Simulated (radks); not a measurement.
Results of a calculation; reference values are marked as such.
The thulium ion Tm2+, 67 electrons, occupied as [Xe] 4f13. Level of theory: Dirac Kohn-Sham, PBE, spin-unpolarised, spherical densities, point nucleus; open shells fill j = l - 1/2 first (a radial shooting solver on a logarithmic mesh with Libxc functionals).

Unscreened Slater integrals over Kohn-Sham orbitals (cm^-1). Large and small components are both included.

integral,value
"F0(4f7/2,4f7/2)",257770
"F2(4f7/2,4f7/2)",118560
"F4(4f7/2,4f7/2)",73673
"F6(4f7/2,4f7/2)",52809
"F0(4f7/2,4f5/2)",260580
"F2(4f7/2,4f5/2)",120070
"F4(4f7/2,4f5/2)",74645
"G2(4f7/2,4f5/2)",119730
"G4(4f7/2,4f5/2)",74448
"G6(4f7/2,4f5/2)",53377
"F0(4f7/2,5p3/2)",158760
"F2(4f7/2,5p3/2)",52894
"G2(4f7/2,5p3/2)",28565
"G4(4f7/2,5p3/2)",21578
"F0(4f7/2,5p1/2)",168880
"G4(4f7/2,5p1/2)",25365
"F0(4f5/2,4f5/2)",263460
"F2(4f5/2,4f5/2)",121630
"F4(4f5/2,4f5/2)",75660
"F0(4f5/2,5p3/2)",159510
"F2(4f5/2,5p3/2)",52381
"G2(4f5/2,5p3/2)",27652
"G4(4f5/2,5p3/2)",21002
"F0(4f5/2,5p1/2)",169760
"G2(4f5/2,5p1/2)",33001
"F0(5p3/2,5p3/2)",132160
"F2(5p3/2,5p3/2)",70829
"F0(5p3/2,5p1/2)",137030
"G2(5p3/2,5p1/2)",72384
"F0(5p1/2,5p1/2)",142640
